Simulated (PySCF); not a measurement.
All values below come from B3LYP-D3(BJ)/def2-TZVP // PBE-D3(BJ)/def2-SVP in PySCF. All species are isolated molecules in the gas phase. B3LYP has the VWN-RPA correlation part, as in Gaussian. 

Reference species: [Nb(F)5] (neutral, multiplicity 1).

coordination number: 5
HOMO: -12.00 eV

Changed species: [Nb(Cl)5] (0 of 5 Cl replaced by F; the reference has 5 of 5 Cl replaced by F).

Task: What does the change do to the coordination number and HOMO?

Result: the coordination number hardly moves; the HOMO increases by 3.08 eV, to -8.92 eV.
